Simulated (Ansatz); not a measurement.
FH$_{3}$HfS$_{3}$, SMILES `[F][Hf]([SH])([SH])[SH]`. Total charge 0; spin multiplicity 1. Correlated methods include outer-core shells of Hf, which these sets cover unevenly. Hf: def2 effective core potential.

Cartesian coordinates in Å:
```
F -1.685 -0.329 0.943
Hf -0.056 -0.011 0.031
S -0.415 1.315 -1.969
S 1.517 1.187 1.439
S 0.992 -2.093 -0.642
H -1.306 2.094 -1.320
H 1.158 0.446 2.508
H -0.204 -2.609 -0.991
```

Give the diagnostics of a CCSD(T)/def2-TZVPP run (frozen core, Ansatz). (An estimate is asked.)

Computed: T1 = 0.0164, largest single amplitude 0.031, largest double 0.018, (T) share of the correlation energy 4.4 %, 10 CCSD cycles. The RHF solution is stable towards an unrestricted one. T1 lies under the customary mark of 0.02 for closed shells.
